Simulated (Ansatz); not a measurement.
The same path of ClGeH3O (6 atoms, charge 0, multiplicity 1) was run twice with different band settings. Lost on the way: Ge1–Cl2, Ge1–H3. Made: Cl2–H3.

Method: RKS PBE-D4/def2-SVP in Ansatz.

Relaxed end points:

```xyz
6
Properties=species:S:1:pos:R:3
Ge 0.273 -0.062 -0.017
Cl 0.461 0.095 2.154
H 1.669 0.087 -0.652
O -0.656 1.331 -0.644
H -1.562 1.347 -0.282
H -0.449 -1.407 -0.290
```

```xyz
6
Properties=species:S:1:pos:R:3
Ge -0.165 -0.373 -0.983
Cl 1.412 -0.107 1.516
H 2.382 0.493 0.892
O -0.976 1.258 -0.908
H -1.732 1.260 -0.291
H -1.185 -1.138 0.044
```

Common settings: movable images 7; climbing image yes; spring 5.0 eV/Å²; optimiser quadratic models (default); start path through a guess of the saddle point; iteration limit 60; end points relaxed.

| run | force threshold |
| --- | --- |
| 1 | 0.05 eV/Å |
| 2 | 0.2 eV/Å |

(1) What does each run give, and how far can it be trusted?

Results:

(1) Run 1: converged after 14 iterations, highest image 1.946 eV above the first end. A vibrational analysis at the climbing image gives one clearly imaginary mode, 759i cm⁻¹: a first-order saddle point.
Run 2: converged after 12 iterations, highest image 1.947 eV above the first end. The threshold of 0.2 eV/Å is loose, so the images may lie well off the minimum-energy path. Another band between the same ends (7 images) ends at a top of the same energy, where a vibrational analysis finds 1 clearly imaginary mode.
The orbitals stay closed-shell, which can raise the energy where a bond breaks towards radicals; this wasn't checked here.
